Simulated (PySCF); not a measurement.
Stepwise substitution at one centre (Ga Cl-SH). Gas-phase values, no solvent. One relaxed conformer stands for each flexible species; it need not be the lowest. Strings in code marks are SMILES.

These are r2SCAN-D4/def2-TZVP (PySCF 2.14.0) values and carry that method's errors. Excitations are Tamm–Dancoff values on a coarser integration grid. The basis has no diffuse functions, so Rydberg states are missing or too high.

```
species                                                                   S1 oscillator strength  S1–T1 gap (TDA) (eV)  S1 excitation (TDA) (eV)  LUMO (eV)  HOMO–LUMO gap (eV)
------------------------------------------------------------------------  ----------------------  --------------------  ------------------------  ---------  ------------------
0 of 3 Cl replaced by SH (`[Cl][Ga]([Cl])[Cl]`)                                            0.000                  0.38                      5.89      -2.62                5.78
1 of 3 Cl replaced by SH (`[Cl][Ga]([Cl])[SH]` (H–S–Ga–Cl torsion 180°))                   0.009                  0.44                      5.25      -2.24                5.19
2 of 3 Cl replaced by SH                                                                   0.000                  0.37                      5.15      -1.89                5.11
3 of 3 Cl replaced by SH (`[SH][Ga]([SH])[SH]`)                                            0.000                  0.29                      5.13      -1.64                5.11
```
